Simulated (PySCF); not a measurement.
PySCF 2.14 output of an unrestricted wB97X-V calculation on a single atom or ion in aug-cc-pwCVTZ-X2C (9s8p6d3f, 84 functions), with scalar relativity by spin-free X2C-1e:

```
SCF conv_tol = 1e-09
number electrons alpha = 10  beta = 9
    N. Mardirossian and M. Head-Gordon.,  Phys. Chem. Chem. Phys. 16, 9904-9924 (2014)
cycle= 1 E= -602.094864020188  delta_E= -0.00346  |g|= 0.00889  |ddm|= 0.21
cycle= 2 E= -602.094944819752  delta_E= -8.08e-05  |g|= 0.00212  |ddm|= 0.0332
cycle= 3 E= -602.094966706539  delta_E= -2.19e-05  |g|= 0.00106  |ddm|= 0.0191
cycle= 4 E= -602.094973841639  delta_E= -7.14e-06  |g|= 0.000556  |ddm|= 0.0126
cycle= 5 E= -602.094977580538  delta_E= -3.74e-06  |g|= 0.000134  |ddm|= 0.0151
cycle= 6 E= -602.09497780816  delta_E= -2.28e-07  |g|= 1.83e-05  |ddm|= 0.00591
cycle= 7 E= -602.094977812186  delta_E= -4.03e-09  |g|= 3.6e-06  |ddm|= 0.00137
cycle= 8 E= -602.094977812332  delta_E= -1.46e-10  |g|= 4.56e-07  |ddm|= 0.000245
converged SCF energy = -602.094977812332  <S^2> = 0.75000984  2S+1 = 2.0000098
```

The run itself started from symmetry-adapted Hartree-Fock orbitals and held the occupation by maximum overlap, on a logarithmic radial grid, so the iterations belong to that start.

Q: Which element, charge and spin multiplicity is this?

A: K (potassium, neutral), multiplicity 2; the state was [Ar] 4p1, 2P determinant (an excited configuration).
